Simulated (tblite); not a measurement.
C₈H₉FSi.
SMILES with atom numbers: `[CH:1]#[C:2][Si@:3]([F:4])([C:5]#[C:6][CH3:7])[CH2:8][CH:9]=[CH2:10]` (hydrogens: H11 on C1; H12, H13, H14 on C7; H15, H16 on C8; H17 on C9; H18, H19 on C10)

Computed with GFN2-xTB (tblite), gas phase: L-BFGS steps from a force-field or distance-geometry start until the largest atomic force falls under 0.01 eV/Å.

Step 3: E = -763.4595 eV
```
atom  x, y, z in Å  |  force x, y, z in eV/Å
C1     -0.7950    2.6028   -2.1391   -0.007  -0.180   0.060
C2     -0.5427    1.4711   -1.8116   -0.037  -0.038   0.063
Si3    -0.1483   -0.2701   -1.2683   -0.160   0.089   0.174
F4     -0.3023   -1.2123   -2.5929    0.006   0.143   0.215
C5     -1.3234   -0.9116    0.0253    0.078   0.121  -0.194
C6     -2.0928   -1.3165    0.8626   -0.191  -0.102   0.218
C7     -3.0171   -1.8035    1.8778    0.089   0.058  -0.104
C8      1.6744   -0.4419   -0.7062   -0.075  -0.013  -0.035
C9      2.0396    0.3040    0.5349    0.191   0.193  -0.087
C10     2.9467    1.2693    0.5905   -0.208  -0.216  -0.009
H11    -1.0363    3.5902   -2.4320    0.086  -0.201   0.047
H12    -2.5088   -2.4492    2.5961    0.105   0.051  -0.095
H13    -3.8291   -2.3773    1.4277    0.101   0.050  -0.123
H14    -3.4598   -0.9695    2.4257    0.094   0.045  -0.089
H15     1.8681   -1.5067   -0.5454   -0.030  -0.003   0.043
H16     2.3145   -0.1327   -1.5376    0.041   0.055   0.112
H17     1.5284    0.0154    1.4478   -0.050  -0.069  -0.170
H18     3.1817    1.7645    1.5178    0.005   0.028  -0.039
H19     3.4924    1.5956   -0.2806   -0.036  -0.012   0.013
```

Step 4: E = -763.4689 eV
```
atom  x, y, z in Å  |  force x, y, z in eV/Å
C1     -0.7949    2.5938   -2.1362   -0.199   0.704  -0.193
C2     -0.5442    1.4709   -1.8097    0.125  -0.821   0.305
Si3    -0.1586   -0.2637   -1.2600    0.154  -0.017   0.046
F4     -0.3019   -1.2074   -2.5854   -0.014   0.138   0.204
C5     -1.3258   -0.9100    0.0237   -0.147   0.010   0.064
C6     -2.0935   -1.3171    0.8638    0.039   0.036  -0.044
C7     -3.0137   -1.8014    1.8740   -0.017  -0.025   0.030
C8      1.6727   -0.4411   -0.7056   -0.098  -0.043  -0.081
C9      2.0407    0.3051    0.5318    0.078   0.070  -0.089
C10     2.9454    1.2680    0.5909   -0.132  -0.138  -0.053
H11    -1.0326    3.5809   -2.4296    0.074  -0.159   0.030
H12    -2.5047   -2.4471    2.5923    0.089   0.048  -0.090
H13    -3.8252   -2.3754    1.4229    0.090   0.045  -0.108
H14    -3.4561   -0.9677    2.4223    0.081   0.047  -0.079
H15     1.8674   -1.5079   -0.5434   -0.061   0.066   0.022
H16     2.3169   -0.1303   -1.5335   -0.006   0.033   0.079
H17     1.5278    0.0134    1.4384   -0.096  -0.083  -0.040
H18     3.1812    1.7642    1.5135    0.016   0.068   0.074
H19     3.4893    1.5941   -0.2777    0.023   0.021  -0.079
```

**Question.** Estimate the geometry and energy of step 5. (The exact step hangs on the optimiser's Hessian estimate; all steps are aligned on step 4, rigid shifts and turns removed.)

**Answer.** E = -763.4743 eV, largest force 0.765 eV/Å
```
atom  x, y, z in Å  |  force x, y, z in eV/Å
C1     -0.7965    2.5913   -2.1351    0.001  -0.138   0.059
C2     -0.5446    1.4634   -1.8050   -0.068   0.019   0.069
Si3    -0.1648   -0.2589   -1.2525    0.310  -0.215   0.082
F4     -0.3018   -1.2013   -2.5762   -0.033   0.084   0.138
C5     -1.3319   -0.9095    0.0254    0.377   0.291  -0.488
C6     -2.0914   -1.3159    0.8618   -0.493  -0.238   0.535
C7     -3.0115   -1.8001    1.8716    0.004  -0.022   0.014
C8      1.6699   -0.4411   -0.7062   -0.056  -0.028  -0.069
C9      2.0426    0.3069    0.5279   -0.218  -0.222  -0.044
C10     2.9425    1.2652    0.5906    0.137   0.154  -0.045
H11    -1.0287    3.5718   -2.4275    0.008   0.100  -0.051
H12    -2.5000   -2.4447    2.5879    0.082   0.029  -0.067
H13    -3.8207   -2.3731    1.4173    0.063   0.029  -0.096
H14    -3.4520   -0.9655    2.4184    0.061   0.054  -0.061
H15     1.8660   -1.5079   -0.5415   -0.076   0.089   0.007
H16     2.3189   -0.1278   -1.5289   -0.039   0.010   0.023
H17     1.5259    0.0106    1.4300   -0.101  -0.072   0.021
H18     3.1811    1.7649    1.5110   -0.001   0.048   0.084
H19     3.4871    1.5932   -0.2763    0.041   0.028  -0.111
```

The energy changes by -0.0054 eV. The first-order estimate −F·Δx gives -0.0163 eV and the mean of the old and new forces, exact on a quadratic surface, -0.0054 eV. The step makes an angle of 64° with the force vector and moves no atom by more than 0.011 Å.

The cost below is that of the whole relaxation. Time: 0.56 s. Hardware: an Arm Neoverse V1 with one thread, no GPU, shared host with 32 logical CPUs at a one-minute load of 12.
